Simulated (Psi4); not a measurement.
I₂Pb (SMILES [I][Pb][I]), singlet, at a GFN2-xTB geometry (such geometries of metal compounds can be far from the true shape) (core potentials on I, Pb); PBE0/def2-SVP (Psi4).

The Psi4 input:
```
memory 2 GB

molecule {
0 1
  Pb   -0.00852880   -0.00721361    0.96279553
  I     1.06067820   -1.86389256   -0.74947342
  I    -1.04748270    1.87505324   -0.74013476
}

set basis def2-svp

energy('pbe0')
print_variables()
```

Task: Predict the main parts of the log of this Psi4 run.

Result: 
```
   => Loading Basis Set <=

    Name: DEF2-SVP
    Role: ORBITAL
    Keyword: BASIS

    !!!  WARNING: ECP capability is in beta. Please check occupations closely.  !!!

         ---------------------------------------------------------
                                   SCF
               by Justin Turney, Rob Parrish, Andy Simmonett
                          and Daniel G. A. Smith
                              RKS Reference
         ---------------------------------------------------------

  ==> Geometry <==

    Molecular point group: c2v
    Full point group: C2v

    Geometry (in Angstrom), charge = 0, multiplicity = 1:

       Center              X                  Y                   Z               Mass
    ------------   -----------------  -----------------  -----------------  -----------------
         PB           0.000000000000    -0.000000000000     0.938602736655   207.976652500000
         I            0.000000000000    -2.146167822317    -0.769111806205   126.904471900000
         I           -0.000000000000     2.146167822317    -0.769111806205   126.904471900000

  Running in c2v symmetry.

  Rotational constants: A =      0.05057  B =      0.01442  C =      0.01122 [cm^-1]
  Rotational constants: A =   1516.02207  B =    432.29769  C =    336.37848 [MHz]
  Nuclear repulsion =  289.288001737442357

  Charge       = 0
  Multiplicity = 1
  Electrons    = 72
  Nalpha       = 36
  Nbeta        = 36

  ==> Algorithm <==

  SCF Algorithm Type is DF.
  DIIS enabled.
  MOM disabled.
  Fractional occupation disabled.
  Guess Type is SAD.
  Energy threshold   = 1.00e-06
  Density threshold  = 1.00e-06
  Integral threshold = 1.00e-12

  ==> Primary Basis <==

  Basis Set: DEF2-SVP
    Blend: DEF2-SVP
    Number of shells: 30
    Number of basis functions: 78
    Number of Cartesian functions: 84
    Spherical Harmonics?: true
    Max angular momentum: 2

  Core potential: DEF2-SVP
    Number of shells: 12
    Number of ECP primitives: 76
    Number of ECP core electrons: 116
    Max angular momentum: 3

  ==> DFT Potential <==

   => LibXC <=

    Version 7.1.2
    S. Lehtola, C. Steigemann, M. J. T. Oliveira, and M. A. L. Marques,  SoftwareX 7, 1–5 (2018) (10.1016/j.softx.2017.11.002)

   => Composite Functional: PBE0 <=

    PBE0 Hyb-GGA Exchange-Correlation Functional

    C. Adamo and V. Barone,  J. Chem. Phys. 110, 6158 (1999) (10.1063/1.478522)
    M. Ernzerhof and G. E. Scuseria,  J. Chem. Phys. 110, 5029 (1999) (10.1063/1.478401)

    Deriv               =              1
    GGA                 =           TRUE
    Meta                =          FALSE

    Exchange Hybrid     =           TRUE
    MP2 Hybrid          =          FALSE

   => Exchange Functionals <=

    0.7500   Perdew, Burke & Ernzerhof

   => Exact (HF) Exchange <=

    0.2500               HF

   => Correlation Functionals <=

    1.0000   Perdew, Burke & Ernzerhof

   => LibXC Density Thresholds  <==

    XC_HYB_GGA_XC_PBEH:  1.00E-15

   => Molecular Quadrature <=

    Radial Scheme          =       TREUTLER
    Pruning Scheme         =           NONE
    Nuclear Scheme         =       TREUTLER

    Blocking Scheme        =         OCTREE
    BS radius alpha        =              1
    Pruning alpha          =              1
    Radial Points          =             75
    Spherical Points       =            302
    Total Points           =          61642
    Total Blocks           =            579
    Max Points             =            253
    Max Functions          =             75
    Weights Tolerance      =       1.00E-15

   => Loading Basis Set <=

    Name: (DEF2-SVP AUX)
    Role: JKFIT
    Keyword: DF_BASIS_SCF

  ==> Integral Setup <==

  SCF_SUBTYPE=INCORE selected. In-core MEM_DF algorithm will be used.
  Using in-core AOs.

  ==> MemDFJK: Density-Fitted J/K Matrices <==

    J tasked:                   Yes
    K tasked:                   Yes
    wK tasked:                   No
    Algorithm:                 Core
    Schwarz Cutoff:           1E-12
    Mask sparsity (%):       4.4707
    Fitting Condition:        1E-10

   => Auxiliary Basis Set <=

  Basis Set: (DEF2-SVP AUX)
    Blend: DEF2-UNIVERSAL-JKFIT
    Number of shells: 145
    Number of basis functions: 687
    Number of Cartesian functions: 979
    Spherical Harmonics?: true
    Max angular momentum: 6

  Minimum eigenvalue in the overlap matrix is 1.4791700605E-02.
  Reciprocal condition number of the overlap matrix is 4.2454289406E-03.
    Using symmetric orthogonalization.

  ==> Pre-Iterations <==

  SCF Guess: Superposition of Atomic Densities via on-the-fly atomic UHF (no occupation information).

   -------------------------
    Irrep   Nso     Nmo
   -------------------------
     A1        30      30
     A2        10      10
     B1        14      14
     B2        24      24
   -------------------------
    Total      78      78
   -------------------------

  ==> Iterations <==

                           Total Energy        Delta E     RMS |[F,P]|

   @DF-RKS iter SAD:  -781.53161050713641   -7.81532e+02   0.00000e+00
   @DF-RKS iter   1:  -788.04903252086297   -6.51742e+00   1.74327e-02 ADIIS/DIIS
   @DF-RKS iter   2:  -787.78273566039525    2.66297e-01   2.23151e-02 ADIIS/DIIS
   @DF-RKS iter   3:  -788.37636109588050   -5.93625e-01   5.29089e-03 ADIIS/DIIS
   @DF-RKS iter   4:  -788.41321339183935   -3.68523e-02   1.63631e-03 ADIIS/DIIS
   @DF-RKS iter   5:  -788.41672439929357   -3.51101e-03   3.08672e-04 ADIIS/DIIS
   @DF-RKS iter   6:  -788.41684988480097   -1.25486e-04   5.03771e-05 DIIS
   @DF-RKS iter   7:  -788.41685440229219   -4.51749e-06   1.38810e-05 DIIS
   @DF-RKS iter   8:  -788.41685466076353   -2.58471e-07   3.29117e-06 DIIS
   @DF-RKS iter   9:  -788.41685467923321   -1.84697e-08   3.59284e-07 DIIS
  Energy and wave function converged.

  ==> Post-Iterations <==

   Electrons on quadrature grid:
      Ntotal   =   71.9999462953 ; deviation = -5.370e-05

    Orbital Energies [Eh]
    ---------------------

    Doubly Occupied:

[...]
    Virtual:

[...]
    Final Occupation by Irrep:
             A1    A2    B1    B2
    DOCC [    14,    5,    6,   11 ]
    NA   [    14,    5,    6,   11 ]
    NB   [    14,    5,    6,   11 ]

  @DF-RKS Final Energy:  -788.41685467923321

   => Energetics <=

    Nuclear Repulsion Energy =            289.2880017374423574
    One-Electron Energy =               -1950.3073992775844090
    Two-Electron Energy =                 918.8584384015330215
    DFT Exchange-Correlation Energy =     -46.2558955406241665
    Empirical Dispersion Energy =           0.0000000000000000
    VV10 Nonlocal Energy =                  0.0000000000000000
    Total Energy =                       -788.4168546792332108

Computation Completed

Properties will be evaluated at   0.000000,   0.000000,   0.000000 [a0]

Properties computed using the SCF density matrix

 Multipole Moments:

 ------------------------------------------------------------------------------------
     Multipole            Electronic (a.u.)      Nuclear  (a.u.)        Total (a.u.)
 ------------------------------------------------------------------------------------

 L = 1.  Multiply by 2.5417464519 to convert [e a0] to [Debye]
 Dipole X            :          0.0000000            0.0000000            0.0000000
 Dipole Y            :          0.0000000            0.0000000            0.0000000
 Dipole Z            :         34.9734692          -33.6490872            1.3243820
 Magnitude           :                                                    1.3243820

 ------------------------------------------------------------------------------------

  Variable Map:
  ----------------------------------------------------------------------------
[...]
  Array Variable Map:
  ----------------------------------------------------------------------------
[...]
[...]
```
